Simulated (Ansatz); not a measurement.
Ansatz (a quantum-chemistry and plane-wave program) input (B3LYP-D3(BJ)/def2-TZVP):

Ansatz 0.2 input:
```yaml
crystal:
  periodic: [false, false, false]
  atoms:
    - {symbol: Y, position_ang: [-0.00000000, -0.00000000, -0.38613944]}
    - {symbol: O, position_ang: [0.00000000, 0.00000000, 1.56699291]}
    - {symbol: H, position_ang: [0.00000000, 0.00000000, 2.52349477]}
basis:
  gaussian:
    orbitals: def2-TZVP
hamiltonian:
  xc: b3lyp
  dispersion: d3bj
phonons: {temperatures: {t_min: 298.15, t_max: 298.15, t_step: 100}}
```

Output:

```
Functional definition: B3LYP
integrals: 0.02 GiB planned
562 factors; their error is unknown
mean field: 0.17 GiB planned
mean field evaluation 1: about -3099.6851 eV, gradient 6.9e1 eV
mean field evaluation 2: about -2991.3196 eV, gradient 2.1e2 eV
mean field evaluation 4: about -3107.6660 eV, gradient 7.2e0 eV
mean field evaluation 8: about -3107.8213 eV, gradient 1.1e-1 eV
mean field evaluation 16: about -3107.8395 eV, gradient 1.2e-5 eV
mean field -3107.83953847 eV, -114.2109964695 hartree, gradient 1.1e-5 eV, S^2 0.000000; 0 other end points of the search recorded, 0 dependent functions left out
the calculation of the forces begins
reference -3107.83972521 eV, -114.2110033320 hartree; 10, 10 occupied and 67, 67 virtual orbitals, 562 factors
these checks for a lower state are left out or cut short: stability, starts, cluster_reference, orbital_swaps, neighbouring_geometries, increment
integrals: 0.02 GiB planned
562 factors; their error is unknown
mean field: 0.17 GiB planned
mean field -3107.83953825 eV, -114.2109964613 hartree, gradient 9.4e-7 eV, S^2 0.000000; 0 other end points of the search recorded, 0 dependent functions left out
the calculation of the forces begins
reference -3107.83972499 eV, -114.2110033238 hartree; 10, 10 occupied and 67, 67 virtual orbitals, 562 factors
these checks for a lower state are left out or cut short: stability, starts, cluster_reference, orbital_swaps, neighbouring_geometries, increment
integrals: 0.02 GiB planned
562 factors; their error is unknown
mean field: 0.17 GiB planned
mean field evaluation 32: about -3107.8395 eV, gradient 9.3e-7 eV
mean field -3107.83953825 eV, -114.2109964613 hartree, gradient 9.4e-7 eV, S^2 0.000000; 0 other end points of the search recorded, 0 dependent functions left out
the calculation of the forces begins
reference -3107.83972499 eV, -114.2110033238 hartree; 10, 10 occupied and 67, 67 virtual orbitals, 562 factors
these checks for a lower state are left out or cut short: stability, starts, cluster_reference, orbital_swaps, neighbouring_geometries, increment
integrals: 0.02 GiB planned
562 factors; their error is unknown
mean field: 0.17 GiB planned
mean field -3107.83953825 eV, -114.2109964613 hartree, gradient 9.4e-7 eV, S^2 0.000000; 0 other end points of the search recorded, 0 dependent functions left out
the calculation of the forces begins
reference -3107.83972499 eV, -114.2110033238 hartree; 10, 10 occupied and 67, 67 virtual orbitals, 562 factors
these checks for a lower state are left out or cut short: stability, starts, cluster_reference, orbital_swaps, neighbouring_geometries, increment
integrals: 0.02 GiB planned
562 factors; their error is unknown
mean field: 0.17 GiB planned
mean field -3107.83953825 eV, -114.2109964613 hartree, gradient 9.4e-7 eV, S^2 0.000000; 0 other end points of the search recorded, 0 dependent functions left out
the calculation of the forces begins
reference -3107.83972499 eV, -114.2110033238 hartree; 10, 10 occupied and 67, 67 virtual orbitals, 562 factors
these checks for a lower state are left out or cut short: stability, starts, cluster_reference, orbital_swaps, neighbouring_geometries, increment
integrals: 0.02 GiB planned
562 factors; their error is unknown
mean field: 0.17 GiB planned
mean field -3107.83947305 eV, -114.2109940652 hartree, gradient 9.4e-7 eV, S^2 0.000000; 0 other end points of the search recorded, 0 dependent functions left out
the calculation of the forces begins
reference -3107.83965975 eV, -114.2110009266 hartree; 10, 10 occupied and 67, 67 virtual orbitals, 562 factors
these checks for a lower state are left out or cut short: stability, starts, cluster_reference, orbital_swaps, neighbouring_geometries, increment
integrals: 0.02 GiB planned
562 factors; their error is unknown
mean field: 0.17 GiB planned
mean field evaluation 64: about -3107.8395 eV, gradient 9.3e-7 eV
mean field -3107.83945441 eV, -114.2109933802 hartree, gradient 9.4e-7 eV, S^2 0.000000; 0 other end points of the search recorded, 0 dependent functions left out
the calculation of the forces begins
reference -3107.83964118 eV, -114.2110002439 hartree; 10, 10 occupied and 67, 67 virtual orbitals, 562 factors
these checks for a lower state are left out or cut short: stability, starts, cluster_reference, orbital_swaps, neighbouring_geometries, increment
integrals: 0.02 GiB planned
562 factors; their error is unknown
mean field: 0.17 GiB planned
mean field -3107.83953644 eV, -114.2109963950 hartree, gradient 9.4e-7 eV, S^2 0.000000; 0 other end points of the search recorded, 0 dependent functions left out
the calculation of the forces begins
reference -3107.83972318 eV, -114.2110032575 hartree; 10, 10 occupied and 67, 67 virtual orbitals, 562 factors
these checks for a lower state are left out or cut short: stability, starts, cluster_reference, orbital_swaps, neighbouring_geometries, increment
integrals: 0.02 GiB planned
562 factors; their error is unknown
mean field: 0.17 GiB planned
mean field -3107.83953644 eV, -114.2109963950 hartree, gradient 9.5e-7 eV, S^2 0.000000; 0 other end points of the search recorded, 0 dependent functions left out
the calculation of the forces begins
reference -3107.83972318 eV, -114.2110032575 hartree; 10, 10 occupied and 67, 67 virtual orbitals, 562 factors
these checks for a lower state are left out or cut short: stability, starts, cluster_reference, orbital_swaps, neighbouring_geometries, increment
integrals: 0.02 GiB planned
562 factors; their error is unknown
mean field: 0.17 GiB planned
mean field -3107.83953644 eV, -114.2109963950 hartree, gradient 9.4e-7 eV, S^2 0.000000; 0 other end points of the search recorded, 0 dependent functions left out
the calculation of the forces begins
reference -3107.83972318 eV, -114.2110032575 hartree; 10, 10 occupied and 67, 67 virtual orbitals, 562 factors
these checks for a lower state are left out or cut short: stability, starts, cluster_reference, orbital_swaps, neighbouring_geometries, increment
integrals: 0.02 GiB planned
562 factors; their error is unknown
mean field: 0.17 GiB planned
mean field evaluation 96: about -3107.8395 eV, gradient 9.4e-7 eV
mean field -3107.83953644 eV, -114.2109963950 hartree, gradient 9.5e-7 eV, S^2 0.000000; 0 other end points of the search recorded, 0 dependent functions left out
the calculation of the forces begins
reference -3107.83972318 eV, -114.2110032575 hartree; 10, 10 occupied and 67, 67 virtual orbitals, 562 factors
these checks for a lower state are left out or cut short: stability, starts, cluster_reference, orbital_swaps, neighbouring_geometries, increment
integrals: 0.02 GiB planned
562 factors; their error is unknown
mean field: 0.17 GiB planned
mean field -3107.83929881 eV, -114.2109876621 hartree, gradient 9.5e-7 eV, S^2 0.000000; 0 other end points of the search recorded, 0 dependent functions left out
the calculation of the forces begins
reference -3107.83948557 eV, -114.2109945254 hartree; 10, 10 occupied and 67, 67 virtual orbitals, 562 factors
these checks for a lower state are left out or cut short: stability, starts, cluster_reference, orbital_swaps, neighbouring_geometries, increment
integrals: 0.02 GiB planned
562 factors; their error is unknown
mean field: 0.17 GiB planned
mean field -3107.83929902 eV, -114.2109876699 hartree, gradient 9.3e-7 eV, S^2 0.000000; 0 other end points of the search recorded, 0 dependent functions left out
the calculation of the forces begins
reference -3107.83948574 eV, -114.2109945318 hartree; 10, 10 occupied and 67, 67 virtual orbitals, 562 factors
these checks for a lower state are left out or cut short: stability, starts, cluster_reference, orbital_swaps, neighbouring_geometries, increment
integrals: 0.02 GiB planned
562 factors; their error is unknown
mean field: 0.17 GiB planned
mean field -3107.83953755 eV, -114.2109964358 hartree, gradient 9.4e-7 eV, S^2 0.000000; 0 other end points of the search recorded, 0 dependent functions left out
the calculation of the forces begins
reference -3107.83972429 eV, -114.2110032983 hartree; 10, 10 occupied and 67, 67 virtual orbitals, 562 factors
these checks for a lower state are left out or cut short: stability, starts, cluster_reference, orbital_swaps, neighbouring_geometries, increment
integrals: 0.02 GiB planned
562 factors; their error is unknown
mean field: 0.17 GiB planned
mean field evaluation 128: about -3107.8395 eV, gradient 9.3e-7 eV
mean field -3107.83953755 eV, -114.2109964358 hartree, gradient 9.4e-7 eV, S^2 0.000000; 0 other end points of the search recorded, 0 dependent functions left out
the calculation of the forces begins
reference -3107.83972429 eV, -114.2110032983 hartree; 10, 10 occupied and 67, 67 virtual orbitals, 562 factors
these checks for a lower state are left out or cut short: stability, starts, cluster_reference, orbital_swaps, neighbouring_geometries, increment
integrals: 0.02 GiB planned
562 factors; their error is unknown
mean field: 0.17 GiB planned
mean field -3107.83953755 eV, -114.2109964358 hartree, gradient 9.5e-7 eV, S^2 0.000000; 0 other end points of the search recorded, 0 dependent functions left out
the calculation of the forces begins
reference -3107.83972429 eV, -114.2110032983 hartree; 10, 10 occupied and 67, 67 virtual orbitals, 562 factors
these checks for a lower state are left out or cut short: stability, starts, cluster_reference, orbital_swaps, neighbouring_geometries, increment
integrals: 0.02 GiB planned
562 factors; their error is unknown
mean field: 0.17 GiB planned
mean field -3107.83953755 eV, -114.2109964358 hartree, gradient 9.5e-7 eV, S^2 0.000000; 0 other end points of the search recorded, 0 dependent functions left out
the calculation of the forces begins
reference -3107.83972429 eV, -114.2110032983 hartree; 10, 10 occupied and 67, 67 virtual orbitals, 562 factors
these checks for a lower state are left out or cut short: stability, starts, cluster_reference, orbital_swaps, neighbouring_geometries, increment
integrals: 0.02 GiB planned
562 factors; their error is unknown
mean field: 0.17 GiB planned
mean field -3107.83936146 eV, -114.2109899644 hartree, gradient 9.3e-7 eV, S^2 0.000000; 0 other end points of the search recorded, 0 dependent functions left out
the calculation of the forces begins
reference -3107.83954821 eV, -114.2109968273 hartree; 10, 10 occupied and 67, 67 virtual orbitals, 562 factors
these checks for a lower state are left out or cut short: stability, starts, cluster_reference, orbital_swaps, neighbouring_geometries, increment
integrals: 0.02 GiB planned
562 factors; their error is unknown
mean field: 0.17 GiB planned
mean field evaluation 160: about -3107.8394 eV, gradient 9.4e-7 eV
mean field -3107.83937994 eV, -114.2109906435 hartree, gradient 9.5e-7 eV, S^2 0.000000; 0 other end points of the search recorded, 0 dependent functions left out
the calculation of the forces begins
reference -3107.83956666 eV, -114.2109975056 hartree; 10, 10 occupied and 67, 67 virtual orbitals, 562 factors
Total energy: -3107.91383351 eV, -114.2137267619 hartree
Atom 0 at    -0.000000    -0.000000    -0.386139 Å, force     0.000000    -0.000000     0.000256 eV/Å
Atom 1 at     0.000000     0.000000     1.566993 Å, force    -0.000000     0.000000    -0.000402 eV/Å
Atom 2 at     0.000000     0.000000     2.523495 Å, force     0.000000    -0.000000     0.000147 eV/Å
Dipole moment:     0.000000    -0.000000     0.088256 e Å
Vibrations: 300.22 300.22 674.96 3925.30 cm⁻¹, zero-point energy 0.322402 eV
```
